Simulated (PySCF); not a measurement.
## From computed data to an observable: chemical shift, span and skew from a shielding tensor

C₃H₄O₃, SMILES O=C1OCCO1. Atoms are numbered in the order given.

```xyz
10

O      0.0000     0.0000     2.0446
C      0.0000     0.0000     0.8567
O      0.0000    -1.1111     0.0784
C      0.0000    -0.7728    -1.3026
C      0.0000     0.7728    -1.3026
O      0.0000     1.1111     0.0784
H      0.8947    -1.2009    -1.7798
H     -0.8947    -1.2009    -1.7798
H     -0.8947     1.2009    -1.7798
H      0.8947     1.2009    -1.7798
```

Geometry optimised at B3LYP-D3(BJ)/def2-SVP. The geometry has at least one imaginary mode, so it is a saddle point at that level. Other conformers were not sampled.

GIAO shieldings from HF/pcSseg-1 run with PySCF, non-relativistic, no solvent. The symmetric part of the tensor of C2 has the principal values -70.2, 45.7, 121.0 ppm. The same nucleus in TMS has σ = 192.6 ppm at this level (PySCF, at its B3LYP-D3(BJ)/def2-TZVP geometry).

Work out the isotropic shielding, the ¹³C shift against TMS, the span and the skew.


σ(iso) = (σ11 + σ22 + σ33)/3 = 32.2 ppm. δ = σ(ref) − σ(iso) = 192.6 − (32.2) = 160.4 ppm.
Span Ω = σ33 − σ11 = 191.2 ppm. Skew κ = 3(σ(iso) − σ22)/Ω = -0.21. Tumbling in solution averages the tensor to δ; in a static solid the shielding alone would spread this spin-1/2 line over Ω.
